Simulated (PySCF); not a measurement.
Spectrum to structure. Computed with TDDFT CAM-B3LYP/def2-SVPD, vertical, gas phase, core orbitals frozen in the response (PySCF). Geometries: GFN2-xTB, one conformer each.

```json
{"state": "S1", "E (eV)": "6.58", "f": "0.071", "main configurations (H = HOMO, L = LUMO)": "H-1→L (84%)"}
{"state": "S2", "E (eV)": "6.58", "f": "0.068", "main configurations (H = HOMO, L = LUMO)": "H→L (87%)"}
{"state": "S3", "E (eV)": "6.63", "f": "0.0032", "main configurations (H = HOMO, L = LUMO)": "H-1→L+1 (48%), H→L+2 (38%)"}
{"state": "S4", "E (eV)": "6.90", "f": "0.012", "main configurations (H = HOMO, L = LUMO)": "H→L+1 (44%), H-1→L+2 (42%)"}
{"state": "S5", "E (eV)": "7.08", "f": "0.109", "main configurations (H = HOMO, L = LUMO)": "H→L+2 (34%), H-1→L+1 (27%), H-2→L+2 (22%)"}
{"state": "S6", "E (eV)": "7.08", "f": "0.031", "main configurations (H = HOMO, L = LUMO)": "H-2→L (81%)"}
{"state": "S7", "E (eV)": "7.14", "f": "0.216", "main configurations (H = HOMO, L = LUMO)": "H→L+1 (32%), H-1→L+2 (31%), H-2→L+1 (19%)"}
{"state": "S8", "E (eV)": "7.18", "f": "0.066", "main configurations (H = HOMO, L = LUMO)": "H-2→L+1 (66%), H→L+1 (11%)"}
```

Orbital energies (eV): HOMO-3 -11.07, HOMO-2 -9.52, HOMO-1 -9.25, HOMO -9.24, LUMO 0.48, LUMO+1 0.70, LUMO+2 0.70.

Task: Which structure fits? All have the formula C2H14Si4.
A. `C([SiH3])[SiH2]C([SiH3])[SiH3]`
B. `CC[Si]([SiH3])([SiH3])[SiH3]`
C. `CC[SiH2][SiH2][SiH2][SiH3]`
D. `C[Si@@H]([SiH3])[Si@@H](C)[SiH3]`

Result: B. Its S1 lies at 6.58 eV; the nearest of the others has S1 at 6.28 eV. S1 is HOMO-1→LUMO (84%). Löwdin shares by element: HOMO (one of a set within 0.03 eV) silicon 72% (atoms not listed hold the other 28%); LUMO silicon 62% (atoms not listed hold the other 38%). At the same level the other candidates give, for their lowest levels:
- `[SiH3]C[SiH2]C([SiH3])[SiH3]`: 7.50 eV (f 0.119); 7.71 eV (f 0.004); 7.88 eV (f 0.026); 8.01 eV (f 0.027); 8.10 eV (f 0.010); T1 7.24 eV; HOMO -9.54, LUMO 0.87 eV
- `CC[SiH2][SiH2][SiH2][SiH3]`: 6.28 eV (f 0.049); 6.61 eV (f 0.281); 7.05 eV (f 0.080); 7.17 eV (f 0.115); 7.31 eV (f 0.096); T1 5.69 eV; HOMO -9.13, LUMO 0.32 eV
- `C[Si@@H]([SiH3])[Si@@H](C)[SiH3]`: 6.26 eV (f 0.234); 6.46 eV (f 0.011); 6.83 eV (f 0.041); 7.00 eV (f 0.062); 7.15 eV (f 0.043); T1 5.45 eV; HOMO -8.97, LUMO 0.30 eV

Conformer computed: `[CH3:1][CH2:2][Si:3]([SiH3:4])([SiH3:5])[SiH3:6]`: C1–C2–Si3–Si4 180°.
Triplets come from the Tamm–Dancoff approximation.

Without π bonds the low states are Rydberg-like; a valence basis with one diffuse set may place them up to an eV too high.
